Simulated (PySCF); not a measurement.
Calculation: PySCF with B3LYP-D3(BJ)/def2-TZVP. Gas-phase values, no solvent. One relaxed conformer stands for a flexible species; it need not be the lowest. B3LYP has the VWN-RPA correlation part, as in Gaussian. Delta-SCF ions had no search for a lower state. 

Reference species (SMILES): `[Ga]([Br])([Br])[Br]` (neutral, multiplicity 1).

| Property | Result |
|---|---|
| vertical ionisation energy (Delta-SCF) | 10.45 eV |
| S1 oscillator strength | 0.000 |

Changed species: `[SH][Ga]([SH])[Br]` (H–S–Ga–Br torsion 180°, Br–Ga–S–H torsion 180°) (2 of 3 Br replaced by SH; the reference has 0 of 3 Br replaced by SH).

Question: Predict the effect on the vertical ionisation energy (Delta-SCF) and S1 oscillator strength.

Answer: the vertical ionisation energy (Delta-SCF) falls by 0.71 eV, to 9.74 eV; the S1 oscillator strength hardly moves.
